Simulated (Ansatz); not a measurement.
Cost and result for the atomization energy of C$_{4}$HIO$_{3}$ (`O=C1C=C(I)C(=O)O1`) (9 atoms, 9 bonds).

```xyz
9

O    -2.367   -0.943    0.236
C    -1.267   -0.543    0.042
C    -0.379    0.245    0.920
C     0.758    0.453    0.262
I     2.448    1.452    0.817
C     0.645   -0.199   -1.080
O     1.433   -0.246   -1.962
O    -0.596   -0.779   -1.145
H    -0.673    0.560    1.910
```

Total charge 0; spin multiplicity 1. Correlated methods include outer-core shells of I, which these sets cover unevenly. I: def2 effective core potential. The structure was optimised at the PBE0-D4/def2-TZVP level. Program: Ansatz. All runs use 3 threads of an AMD EPYC 7R13 on a shared host and a share of an NVIDIA H100 80 GB. Times are those of one run each, without the atoms' runs, and a repeat can differ threefold. Electronic energies, without spin–orbit coupling; frozen cores. CCSD(T)/CBS adds CCSD(T) − MP2 in def2-TZVPP to the MP2 limit, and its time is that of the two runs behind it. T1 = 0.015; the RHF reference is unstable towards UHF. With those shells the extrapolation isn't a true limit. HSE06 is the plane-wave form, built on full-range PBE exchange.

CCSD(T)/CBS is a level of theory with its own doubt, some kJ/mol a heavy atom from the limit and from the frozen cores, so smaller differences don't rank the functionals.

```tsv
level	functions	wall time	atomization (kcal/mol)	difference from CCSD(T)/CBS	per bond
BHLYP-D4/def2-TZVPP	281	1.9 s	974.2	-66.6	-7.4
CCSD(T)/def2-SVP	129	2.2 s	987.5	-53.3	-5.9
PBE-QIDH/def2-TZVPP	281	2.2 s	1043.3	2.5	0.3
CAM-B3LYP-D4/def2-TZVPP	281	2.2 s	1042.8	2.0	0.2
r2SCANh-D4/def2-TZVPP	281	2.3 s	1041.0	0.2	0.0
HSE06-D4/def2-TZVPP	281	2.3 s	1063.9	23.1	2.6
ωB97X-V/def2-TZVPP	281	2.5 s	1044.1	3.3	0.4
BLYP-D4/def2-TZVPP	281	2.8 s	1059.6	18.8	2.1
B97M-V/def2-TZVPP	281	3.2 s	1047.3	6.5	0.7
ωB97M-V/def2-TZVPP (with forces)	281	3.4 s	1044.7	3.9	0.4
MP2/def2-QZVPP	511	3.7 s	1084.5	43.7	4.9
CCSD(T)/def2-TZVPP	281	18 s	1007.6	-33.2	-3.7
CCSD(T)/CBS(def2)	–	21 s	1040.8	0.0	0.0
```

In def2-TZVPP, CCSD(T) changes the Hartree–Fock value by +332.8 kcal/mol (the triples alone add +32.7 kcal/mol) and MP2 by +390.1 kcal/mol; breaking electron pairs costs correlation energy, which Hartree–Fock lacks. Leaving LDA and LC-ωPBE aside and taking each functional with its dispersion term where it has one, the values, not all of them listed here, spread over 138.4 kcal/mol, from BHLYP-D4 to PBE-D4. LDA lies +168.1 kcal/mol from PBE without D4, its usual overbinding. The D4 term adds +11.7 kcal/mol with B3LYP and +6.1 kcal/mol with PBE0; it sums over pairs of atoms, weighted by their polarisabilities, and B3LYP, whose exchange is more repulsive, gets the larger term.

B3LYP here is the variant with VWN-RPA as its local correlation; programs differ in this.

Spin–orbit coupling would lower the free I atoms strongly, and the atomization energy with them, by more than many differences here.
